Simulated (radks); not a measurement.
The nuclear charge of neutral europium is varied continuously with 63 electrons held in [Xe] 4f7 6s2. All-electron calculation, scalar-relativistic Kohn-Sham, BLYP, spin-polarised, spherical densities, point nucleus; open shells are filled with parallel spins first (spin-orbit coupling, left out, can overturn this in heavy ions). Program: a radial shooting solver on a logarithmic mesh with Libxc functionals. By the Hellmann-Feynman theorem dE/dZ = E(electron-nucleus)/Z, the electronic potential at the nucleus. The scalar-relativistic energy here is not variational (the density holds large components alone), so the two differ by a part that grows with Z.

[
 {"Z": "62.75", "E (hartree)": "-10739.9876", "E(electron-nucleus)/Z (hartree)": "-417.195", "HOMO": "4f", "e(HOMO) (eV)": "-0.786", "<r> HOMO (bohr)": "0.9972"},
 {"Z": "63", "E (hartree)": "-10845.1697", "E(electron-nucleus)/Z (hartree)": "-419.633", "HOMO": "6s", "e(HOMO) (eV)": "-3.342", "<r> HOMO (bohr)": "4.341"},
 {"Z": "63.25", "E (hartree)": "-10950.9690", "E(electron-nucleus)/Z (hartree)": "-422.065", "HOMO": "6s", "e(HOMO) (eV)": "-4.820", "<r> HOMO (bohr)": "4.100"},
 {"Z": "63.5", "E (hartree)": "-11057.3846", "E(electron-nucleus)/Z (hartree)": "-424.495", "HOMO": "6s", "e(HOMO) (eV)": "-6.418", "<r> HOMO (bohr)": "3.900"},
 {"Z": "63.75", "E (hartree)": "-11164.4162", "E(electron-nucleus)/Z (hartree)": "-426.923", "HOMO": "6s", "e(HOMO) (eV)": "-8.125", "<r> HOMO (bohr)": "3.729"},
 {"Z": "64", "E (hartree)": "-11272.0637", "E(electron-nucleus)/Z (hartree)": "-429.352", "HOMO": "6s", "e(HOMO) (eV)": "-9.934", "<r> HOMO (bohr)": "3.581"}
]

The central difference of E at Z = 63 is -421.963 hartree, to compare with the third column; the second derivative is -9.87 hartree.
